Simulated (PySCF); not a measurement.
PySCF input file for CaCl, SMILES [Cl][Ca], multiplicity 2, TDA-B3LYP/def2-TZVPD. The structure is a stationary point at PBE0-D3(BJ)/def2-TZVPD. The multiplicity is an assumed one; other spin states were not compared.

```python
import numpy as np
from pyscf import gto, scf, dft, tdscf

mol = gto.M(
    atom='''
    Ca    0.00000000    0.00000000   -1.11777907
    Cl    0.00000000    0.00000000    1.31503421
    ''',
    basis='def2-TZVPD',
    charge=0,
    spin=1,
    max_memory=1600,
    verbose=4,
)
mf = dft.UKS(mol, xc='b3lyp').density_fit(auxbasis='def2-universal-jkfit')
mf.grids.level = 3
mf.conv_tol = 1e-9
mf.max_cycle = 100
mf.kernel()
fine, coarse = mf.grids, dft.Grids(mol).set(level=1).build(with_non0tab=True)
for _ in range(3):  # follow internal instabilities
    mf.grids = coarse
    mo, _, stable, _ = mf.stability(return_status=True, nroots=4)
    mf.grids = fine
    if stable:
        break
    mf.kernel(mf.make_rdm1(mo, mf.mo_occ))
mf.grids = dft.Grids(mol).set(level=1).build(with_non0tab=True)  # coarser grid for the response kernel
td = tdscf.TDA(mf)
td.nstates = 10
td.conv_tol = 1e-4
td.positive_eig_threshold = 1e-6
td.kernel(x0=td.get_init_guess(mf, 15))
td.analyze()
```

It prints:

```
PySCF version 2.14.0

[INPUT] verbose = 4
[INPUT] num. atoms = 2
[INPUT] num. electrons = 37
[INPUT] charge = 0
[INPUT] spin (= nelec alpha-beta = 2S) = 1
[INPUT] symmetry False subgroup None
[INPUT] Mole.unit = angstrom
[INPUT] Symbol           X                Y                Z      unit          X                Y                Z       unit  Magmom
[INPUT]  1 Ca     0.000000000000   0.000000000000  -1.117779070000 AA    0.000000000000   0.000000000000  -2.112296310071 Bohr   0.0
[INPUT]  2 Cl     0.000000000000   0.000000000000   1.315034210000 AA    0.000000000000   0.000000000000   2.485054501334 Bohr   0.0

nuclear repulsion = 73.9556353099157
number of shells = 30
number of NR pGTOs = 145
number of NR cGTOs = 82
basis = def2-TZVPD
ecp = {}


[settings echo left out]
init E= -1137.84386381755
  alpha nocc = 19  HOMO = -0.137579037701823  LUMO = -0.0393734313303453
  beta  nocc = 18  HOMO = -0.391602267437368  LUMO = -0.137579037701826

WARN: HOMO -0.137579037701823 >= LUMO -0.137579037701826

cycle= 1 E= -1137.84983264985  delta_E= -0.00597  |g|= 0.248  |ddm|= 1.06
  alpha nocc = 19  HOMO = -0.165511620058713  LUMO = -0.0462832561539068
  beta  nocc = 18  HOMO = -0.185083789604049  LUMO = -0.109711764829949
  HOMO = -0.165511620059  LUMO = -0.10971176483  gap/eV = 1.51839
cycle= 2 E= -1137.78530918591  delta_E= 0.0645  |g|= 0.441  |ddm|= 0.791
  alpha nocc = 19  HOMO = -0.155240147797027  LUMO = -0.028844588153453
  beta  nocc = 18  HOMO = -0.274747722982695  LUMO = -0.0955802106104713
  HOMO = -0.155240147797  LUMO = -0.0955802106105  gap/eV = 1.62343
cycle= 3 E= -1137.8967638954  delta_E= -0.111  |g|= 0.0363  |ddm|= 0.418
  alpha nocc = 19  HOMO = -0.160060982555834  LUMO = -0.0315981677038368
  beta  nocc = 18  HOMO = -0.283366160589809  LUMO = -0.0978438609517909
  HOMO = -0.160060982556  LUMO = -0.0978438609518  gap/eV = 1.69301
cycle= 4 E= -1137.897332216  delta_E= -0.000568  |g|= 0.0168  |ddm|= 0.0594
  alpha nocc = 19  HOMO = -0.158876326204528  LUMO = -0.0291064761724688
  beta  nocc = 18  HOMO = -0.285197893792569  LUMO = -0.0955359060279442
  HOMO = -0.158876326205  LUMO = -0.0955359060279  gap/eV = 1.72358
cycle= 5 E= -1137.89752536874  delta_E= -0.000193  |g|= 0.00254  |ddm|= 0.03
  alpha nocc = 19  HOMO = -0.158671106155047  LUMO = -0.028464570792617
  beta  nocc = 18  HOMO = -0.285592611388102  LUMO = -0.0949332852960154
  HOMO = -0.158671106155  LUMO = -0.094933285296  gap/eV = 1.73439
cycle= 6 E= -1137.8975329  delta_E= -7.53e-06  |g|= 0.000917  |ddm|= 0.00942
  alpha nocc = 19  HOMO = -0.158774654766436  LUMO = -0.0284389433079761
  beta  nocc = 18  HOMO = -0.285772516580996  LUMO = -0.0949252523110999
  HOMO = -0.158774654766  LUMO = -0.0949252523111  gap/eV = 1.73743
cycle= 7 E= -1137.8975342471  delta_E= -1.35e-06  |g|= 0.00025  |ddm|= 0.0038
  alpha nocc = 19  HOMO = -0.158778848251195  LUMO = -0.0284297586613293
  beta  nocc = 18  HOMO = -0.285829400096347  LUMO = -0.0949175489468956
  HOMO = -0.158778848251  LUMO = -0.0949175489469  gap/eV = 1.73775
cycle= 8 E= -1137.89753444002  delta_E= -1.93e-07  |g|= 6.17e-05  |ddm|= 0.00146
  alpha nocc = 19  HOMO = -0.15877714084548  LUMO = -0.0284300787733393
  beta  nocc = 18  HOMO = -0.285842004333114  LUMO = -0.0949197338518104
  HOMO = -0.158777140845  LUMO = -0.0949197338518  gap/eV = 1.73765
cycle= 9 E= -1137.89753445141  delta_E= -1.14e-08  |g|= 2.48e-05  |ddm|= 0.000448
  alpha nocc = 19  HOMO = -0.158774149852022  LUMO = -0.0284277695176831
  beta  nocc = 18  HOMO = -0.285853321148524  LUMO = -0.0949170079694319
  HOMO = -0.158774149852  LUMO = -0.0949170079694  gap/eV = 1.73764
cycle= 10 E= -1137.89753445257  delta_E= -1.17e-09  |g|= 3.19e-06  |ddm|= 0.000173
  alpha nocc = 19  HOMO = -0.158774874275782  LUMO = -0.0284285262362351
  beta  nocc = 18  HOMO = -0.285853553110652  LUMO = -0.0949178637852555
  HOMO = -0.158774874276  LUMO = -0.0949178637853  gap/eV = 1.73764
cycle= 11 E= -1137.89753445258  delta_E= -3.18e-12  |g|= 3.68e-07  |ddm|= 7.92e-06
  alpha nocc = 19  HOMO = -0.158774852537977  LUMO = -0.0284284540442548
  beta  nocc = 18  HOMO = -0.285853584131461  LUMO = -0.0949178004732119
  HOMO = -0.158774852538  LUMO = -0.0949178004732  gap/eV = 1.73764
Extra cycle  E= -1137.89753445258  delta_E= -4.32e-12  |g|= 1.47e-07  |ddm|= 1.8e-06
converged SCF energy = -1137.89753445258  <S^2> = 0.75014098  2S+1 = 2.000141
tot grids = 13648
uhf_internal: lowest eigs of H = [0.12857042 0.12863626 0.14624499 0.1470446 ]
<class 'pyscf.df.df_jk.DFUKS'> wavefunction is stable in the internal stability analysis
tot grids = 13648
Overwritten attributes  positive_eig_threshold  of <class 'pyscf.tdscf.uks.TDA'>


******** <class 'pyscf.tdscf.uks.TDA'> for <class 'pyscf.df.df_jk.DFUKS'> ********
nstates = 10
deg_eia_thresh = 1.000e-03
wfnsym = None
conv_tol = 0.0001
eigh lindep = 1e-12
eigh level_shift = 0
eigh max_cycle = 100


Excitation energies (eV)
[1.93038903 1.93055394 1.98910904 1.98910904 2.05678627 3.03098891
 3.03098891 4.26246698 4.29326801 4.29326801]

** Excitation energies and oscillator strengths **
Excited State   1:      1.93039 eV    642.28 nm  f=0.0000
      19a ->   23a     -0.99938
Excited State   2:      1.93055 eV    642.22 nm  f=0.0000
      19a ->   24a     -0.99938
Excited State   3:      1.98911 eV    623.32 nm  f=0.1623
      19a ->   20a      0.95659
      19a ->   25a     -0.27787
Excited State   4:      1.98911 eV    623.32 nm  f=0.1623
      19a ->   21a     -0.95659
      19a ->   26a     -0.27787
Excited State   5:      2.05679 eV    602.81 nm  f=0.1239
      19a ->   22a      0.99134
Excited State   6:      3.03099 eV    409.06 nm  f=0.1309
      19a ->   20a      0.27737
      19a ->   25a      0.95454
Excited State   7:      3.03099 eV    409.06 nm  f=0.1309
      19a ->   21a      0.27737
      19a ->   26a     -0.95454
Excited State   8:      4.26247 eV    290.87 nm  f=0.0900
      19a ->   22a     -0.11205
      19a ->   27a     -0.90754
      19a ->   28a      0.37208
      19a ->   31a      0.14203
Excited State   9:      4.29327 eV    288.79 nm  f=0.0127
      18b ->   19b      0.99412
Excited State  10:      4.29327 eV    288.79 nm  f=0.0127
      17b ->   19b     -0.99412

** Transition electric dipole moments (AU) **
state          X           Y           Z        Dip. S.      Osc.
  1        -0.0000     -0.0000      0.0000      0.0000      0.0000
  2         0.0000      0.0000      0.0000      0.0000      0.0000
  3         1.3660      1.2103     -0.0000      3.3307      0.1623
  4         1.2103     -1.3660      0.0000      3.3307      0.1623
  5         0.0000      0.0000      1.5680      2.4587      0.1239
  6         0.8450      1.0242     -0.0000      1.7631      0.1309
  7        -1.0242      0.8450     -0.0000      1.7631      0.1309
  8        -0.0000      0.0000     -0.9283      0.8617      0.0900
  9         0.1125      0.3295      0.0000      0.1212      0.0127
 10        -0.3295      0.1125      0.0000      0.1212      0.0127

** Transition velocity dipole moments (imaginary part, AU) **
state          X           Y           Z        Dip. S.      Osc.
  1        -0.0000     -0.0000      0.0000      0.0000      0.0000
  2         0.0000      0.0000      0.0000      0.0000      0.0000
  3         0.0351      0.0311     -0.0000      0.0022      0.0200
  4         0.0311     -0.0351      0.0000      0.0022      0.0200
  5         0.0000      0.0000      0.0935      0.0087      0.0771
  6         0.0500      0.0606     -0.0000      0.0062      0.0369
  7        -0.0606      0.0500     -0.0000      0.0062      0.0369
  8        -0.0000      0.0000     -0.1354      0.0183      0.0781
  9         0.0103      0.0303      0.0000      0.0010      0.0043
 10        -0.0303      0.0103      0.0000      0.0010      0.0043

** Transition magnetic dipole moments (imaginary part, AU) **
state          X           Y           Z
  1         0.0000     -0.0000      0.0000
  2        -0.0000      0.0000     -0.0000
  3        -0.1370      0.1546      0.0000
  4         0.1546      0.1370      0.0000
  5        -0.0000     -0.0000     -0.0000
  6        -0.6762      0.5578     -0.0000
  7        -0.5578     -0.6762     -0.0000
  8         0.0000      0.0000      0.0000
  9         0.1744     -0.0596     -0.0000
 10         0.0596      0.1744     -0.0000
```

The calculation finished and met its thresholds.

Cost: about 21 core-seconds (a rough figure).
